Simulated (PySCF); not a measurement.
Worked example: entropy of an ideal gas

Zr(OH)3(H) (H4O3Zr), SMILES [OH][ZrH]([OH])[OH], multiplicity 1.

Coordinates come from a B3LYP-D3(BJ)/def2-SVP optimisation. The multiplicity is an assumed one; no other spin state was optimised. The structure was generated by enumeration; whether it is a known compound was not checked. The def2 effective core potentials stand for the cores of Zr; spin–orbit coupling is left out. Other conformers were not sampled.

B3LYP-D3(BJ)/def2-SVP (PySCF) gives the harmonic wavenumbers 150, 171, 171, 191, 302, 302, 363, 363, 409, 531, 531, 721, 737, 737, 1659, 3967, 3967, 3972 cm⁻¹ and the rotational temperatures 0.2245, 0.2245, 0.1284 K. The molar mass is 143.25 g/mol, the symmetry number 3, the spin multiplicity 1.

Q: Work out the entropy at 298.15 K and 1 atm in the rigid-rotor, harmonic-oscillator model.

A: 
Translation (Sackur–Tetrode at 1 atm): S = R[1.5 ln M + 2.5 ln T − 1.16487] = 170.7 J/(mol K).
Rotation: q = (√π/σ) T^1.5/√(θA θB θC) = 37800, S = R[ln q + 3/2] = 100.1 J/(mol K).
Vibration: with u = 1.4388 ν/T, each mode gives R[u/(e^u − 1) − ln(1 − e^−u)]:
| ν (cm⁻¹) | modes | u | S (J/(mol K)) |
|---|---|---|---|
| 150 | 1 | 0.72 | 11.18 |
| 171 | 2 | 0.83 | 20.29 |
| 191 | 1 | 0.92 | 9.28 |
| 302 | 2 | 1.46 | 11.76 |
| 363 | 2 | 1.75 | 9.28 |
| 409 | 1 | 1.97 | 3.89 |
| 531 | 2 | 2.56 | 4.90 |
| 721 | 1 | 3.48 | 1.18 |
| 737 | 2 | 3.56 | 2.22 |
| 1659 | 1 | 8.01 | 0.02 |
The stiffer modes add less than 0.005 each. Sum 74.0 J/(mol K).
Spin: R ln 1 = 0.0 J/(mol K).
Total 344.8 J/(mol K); the program's own thermochemistry gives 344.7. Translation makes up 49 % and vibration 21 %. Anharmonicity, hindered rotation and orbital degeneracy are left out.
